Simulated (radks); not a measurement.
Task: Ba2+, 54 electrons, occupied as [Kr] 4d10 5s2 5p5.5 5d0.5 (fractional occupations, a model configuration). Method: scalar-relativistic Kohn-Sham, r2SCAN, spin-polarised, spherical densities, finite nucleus; open shells are filled with parallel spins first (spin-orbit coupling, left out, can overturn this in heavy ions); meta-GGA in the generalised Kohn-Sham scheme; Fermi nuclear charge, rms radius 4.8378 fm; computed with a radial shooting solver on a logarithmic mesh with Libxc functionals. Some entries of the table are withheld. Estimate them.

| orbital | occ. | eigenvalue (eV) | <1/r> (bohr^-1) |
|---|---|---|---|
| 1s up | 1 | -37334.57 | 60.69 |
| 1s down | 1 | -37334.53 | 60.69 |
| 2s up | 1 | -5931.422 | 13.97 |
| 2s down | 1 | -5931.390 | 13.97 |
| 2p up | 3 | -5317.087 | 13.27 |
| 2p down | 3 | -5317.042 | 13.27 |
| 3s up | 1 | -1270.243 | 5.059 |
| 3s down | 1 | -1270.218 | 5.059 |
| 3p up | 3 | -1072.103 | 4.793 |
| 3p down | 3 | -1072.068 | 4.792 |
| 3d up | 5 | -784.6553 | 4.534 |
| 3d down | 5 | -784.6086 | 4.534 |
| 4s up | 1 | -263.2323 | 2.078 |
| 4s down | 1 | -263.1358 | 2.077 |
| 4p up | 3 | -198.9368 | 1.916 |
| 4p down | 3 | -198.8495 | 1.915 |
| 4d up | 5 | -105.2650 | 1.653 |
| 4d down | 5 | -105.1568 | 1.654 |
| 5s up | 1 | -48.2502 | 0.8016 |
| 5s down | 1 | -47.5595 | 0.8046 |
| 5p up | 3 | (1) | 0.6875 |
| 5p down | 2.5 | (2) | 0.6910 |
| 5d up | 0.5 | -13.4255 | 0.4727 |
| 5d down | 0 | -12.2600 | 0.4803 |

Result: 
(1) 5p up eigenvalue (eV): -32.7061
(2) 5p down eigenvalue (eV): -31.9026
